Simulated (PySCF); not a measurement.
## Correlation energy of C (carbon, neutral)

[He] 2s2 2p2, high-spin 3P determinant. Computed with PySCF 2.14 in jorge-DZP-DKH (4s2p1d, 15 functions), with the spin-free X2C one-electron Hamiltonian (Gaussian nucleus). Frozen: 1s2; 4 electrons correlated.

MP2 pair energies summed by pair of shells (mhartree):

| pair | energy | share (%) |
| --- | --- | --- |
| 2s-2p | -30.32 | 58.3 |
| 2s-2s | -16.47 | 31.7 |
| 2p-2p | -5.21 | 10.0 |

Total MP2 correlation energy: -52.00 mhartree.

Same-spin part -9.07 and opposite-spin part -42.93 mhartree; SCS-MP2 scales them by 1/3 and 6/5 to -54.54 mhartree.

```
  level  correlation energy (mhartree)
   CCSD                         -72.78
    (T)                          -0.93
CCSD(T)                         -73.71
```

Diagnostics: T1 = 0.0075, D1 = 0.0150, largest double amplitude 0.117.

Cost of the coupled-cluster step: 0.08 s of wall time on 1 thread of Neoverse-V2 (shared host), for 4 correlated electrons.

Iterations:

```
CC2 = 0
CCSD nocc = (np.int64(3), np.int64(1)), nmo = (14, 14)
frozen orbitals [[0], [0]]
max_cycle = 100
direct = 0
conv_tol = 1e-08
conv_tol_normt = 1e-06
diis_space = 8
diis_start_cycle = 0
Init t2, MP2 energy = -0.0520004084722798
Init E_corr(UCCSD) = -0.0520004084724951
cycle = 1  E_corr(UCCSD) = -0.0657364219169431  dE = -0.0137360134  norm(t1,t2) = 0.0460928
cycle = 2  E_corr(UCCSD) = -0.0699009470034588  dE = -0.00416452509  norm(t1,t2) = 0.0198132
cycle = 3  E_corr(UCCSD) = -0.0728390986125667  dE = -0.00293815161  norm(t1,t2) = 0.00992668
cycle = 4  E_corr(UCCSD) = -0.0727733888538513  dE = 6.57097587e-05  norm(t1,t2) = 0.00136977
cycle = 5  E_corr(UCCSD) = -0.0727873757261566  dE = -1.39868723e-05  norm(t1,t2) = 0.000214149
cycle = 6  E_corr(UCCSD) = -0.0727811000470753  dE = 6.27567908e-06  norm(t1,t2) = 3.57776e-05
cycle = 7  E_corr(UCCSD) = -0.0727838929686787  dE = -2.7929216e-06  norm(t1,t2) = 7.87681e-06
cycle = 8  E_corr(UCCSD) = -0.0727833116891493  dE = 5.81279529e-07  norm(t1,t2) = 2.23157e-06
cycle = 9  E_corr(UCCSD) = -0.0727832686562073  dE = 4.3032942e-08  norm(t1,t2) = 3.79362e-07
cycle = 10  E_corr(UCCSD) = -0.0727832811940896  dE = -1.25378824e-08  norm(t1,t2) = 6.39804e-08
cycle = 11  E_corr(UCCSD) = -0.0727832803654373  dE = 8.28652313e-10  norm(t1,t2) = 2.68248e-08
UCCSD converged
E(UCCSD) = -37.77658217721845  E_corr = -0.07278328036543733
UCCSD(T) correction = -0.000925043493196029
```
